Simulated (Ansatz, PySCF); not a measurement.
GaF₃, SMILES [F][Ga]([F])[F].

Geometry: PBE0-D3(BJ)/def2-SVP. The isomer is the one that the SMILES or the coordinates give; other isomers of the formula were not compared.

Vertical ionisation energy (IE) and electron affinity (EA) in eV. Rows of orbital energies are one-electron estimates. Where ΔSCF, EOM or ADC give a negative EA the extra electron is unbound and the value depends on the basis.

```csv
level,IE,EA
"−ε(HOMO), −ε(LUMO), CAM-B3LYP/def2-TZVPD (PySCF)",13.46,1.72
"−ε(HOMO), −ε(LUMO), PBE/def2-TZVPD (PySCF)",9.75,3.54
ADC(2)/aug-cc-pVDZ (PySCF),13.38,0.24
"ΔSCF, ωB97X-V/def2-SVPD (Ansatz), final states of multiplicity 2 and 2",15.13,0.49
"ΔSCF, PBE/def2-SVPD (Ansatz), final states of multiplicity 2 and 2",13.65,0.84
```

Q: What vertical singlet–triplet gap does ΔSCF give with ωB97X-V/def2-SVPD (Ansatz, a quantum-chemistry and plane-wave program) and with PBE/def2-SVPD (Ansatz)? (An estimate is asked for; the answer gives what the named calculation found.)

A: 7.97 and 6.29 eV (triplet above singlet where positive).

Q: Beyond the first one, list the lowest photoelectron lines from ADC(2)/aug-cc-pVDZ (PySCF) with their pole strengths (two spins summed). (An estimate is asked for; the answer gives what the named calculation found.)

A: 13.57 eV (1.73), 13.57 eV (1.73), 13.68 eV (1.73), 13.68 eV (1.73), 14.36 eV (1.74).
